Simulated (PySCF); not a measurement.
## C6H12Si2: full NMR table

* Formula: C6H12Si2
* SMILES: C=C[SiH2]C#C[SiH2]CC
* InChI: InChI=1S/C6H12Si2/c1-3-7-5-6-8-4-2/h3H,1,4,7-8H2,2H3
* Point group of the computed structure: C1
* Degrees of unsaturation: 3
* Carbon signals: 6
* Proton signals: 7

Mapped SMILES: `[CH2:1]=[CH:2][SiH2:3][C:4]#[C:5][SiH2:6][CH2:7][CH3:8]` (H(Xn): hydrogen on atom n). Ha(C1) is cis to Si3; Hb(C1) is trans to Si3.

Level of theory: geometry: GFN2-xTB, shielding tensors at PBE0/pcSseg-1 (GIAO), in PySCF 2.14.0 with density-fitted response routines (one computed conformer, non-relativistic Hamiltonian, no solvent, fast rotation and ring inversion assumed for equivalent nuclei).

Shifts are taken against calculated references (same method and geometry level): 1H (σ = 31.72 ppm), 13C (σ = 186.93 ppm), 29Si (σ = 349.16 ppm) vs TMS.

| carbon | δC, type | δH (multiplicity) | HMBC from (2–3 bonds) | span of the C tensor (ppm) |
| --- | --- | --- | --- | --- |
| C1 | 145.9, CH2 | Ha(C1) 6.64 (m); Hb(C1) 6.62 (m) | H(C2), H(Si3) | 254 |
| C2 | 135.9, CH | 6.25 (m) | Ha(C1), Hb(C1), H(Si3) | 242 |
| C4 | 114.1, C | – | H(C2), H(Si3), H(Si6) | 282 |
| C5 | 119.6, C | – | H(Si3), H(Si6), H(C7) | 298 |
| C7 | 9.0, CH2 | 1.06 (m) | H(Si6), H(C8) | 17 |
| C8 | 10.9, CH3 | 1.11 (m) | H(Si6), H(C7) | 20 |

Other nuclei:
```
 atoms  nucleus                          environment  δ (ppm)  σ (ppm)
H(Si3)       1H  hydrogen on a silicon bonded to 2 C     4.74    26.97
H(Si6)       1H  hydrogen on a silicon bonded to 2 C     4.37    27.35
   Si6     29Si           silicon bonded to 2 C, 2 H    -64.6    413.7
   Si3     29Si           silicon bonded to 2 C, 2 H    -71.1    420.3
```

1. Carbon types of the structure: 2 × C, 1 × CH, 2 × CH2, 1 × CH3, leaving 4 H on heteroatoms.
2. δC 145.9: terminal =CH2 carbon; as expected for a trigonal carbon in a double bond.
3. δC 135.9: alkene CH; the olefinic region.
4. δC 119.6, 114.1: alkyne carbon.
5. δC 10.9: methyl carbon; a saturated carbon with 1 carbon neighbour and no heteroatom attached.
6. δH 6.64, 6.62: hydrogen on a terminal =CH2 carbon; attached to an sp2 carbon and in the plane of the double bond.

Shifts are as computed. Against solution values, carbons near 30 ppm lie about +3 ppm off and those near 130 ppm about +5 ppm. Of 1309 compounds with measured shifts, 239 miss one by over three times the rms of a fit or turn the order of signals round; such compounds aren't used in these exercises. Multiplicities follow the n + 1 count of equivalent neighbours, as no J values were calculated; m marks all less simple cases, F and P coupling included.
